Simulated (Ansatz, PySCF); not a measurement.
Members of the series SiXY, Y = silyl; each row names its spin state. Gas-phase values, no solvent. One relaxed conformer stands for each flexible species; it need not be the lowest. Strings in code marks are SMILES.

Quantity: adiabatic spin-state energy, in kcal/mol. HF references are unrestricted for open shells and restricted for singlets. The restricted reference of `[SiH3][Si][SiH3]`, `[SiH3][Si]S` and `[C-]#[N+][Si][SiH3]` is unstable towards unrestricted orbitals.

Level 1: frozen-core CCSD(T)/cc-pVTZ // PBE0-D3(BJ)/def2-TZVP (Ansatz, a quantum-chemistry and plane-wave program)
Level 2: PBE-D3(BJ)/def2-TZVP // PBE0-D3(BJ)/def2-TZVP (PySCF)
Level 3: PBE0-D3(BJ)/def2-TZVP (PySCF)
Level 4: PBE0/cc-pVTZ // PBE0-D3(BJ)/def2-TZVP (Ansatz)

```csv
species,level 2,level 3,level 4
`[SiH3][Si][SiH3]`: multiplicity 3 minus multiplicity 1,7.60,5.40,5.03
`[SiH3][Si]S`: multiplicity 3 minus multiplicity 1,24.7,23.0,22.9
`[C-]#[N+][Si][SiH3]`: multiplicity 3 minus multiplicity 1,17.2,15.8,16.0
```

Q: What does level 1 give for each?

A: 
- `[SiH3][Si][SiH3]`: multiplicity 3 minus multiplicity 1: 8.74
- `[SiH3][Si]S`: multiplicity 3 minus multiplicity 1: 26.9
- `[C-]#[N+][Si][SiH3]`: multiplicity 3 minus multiplicity 1: 20.9
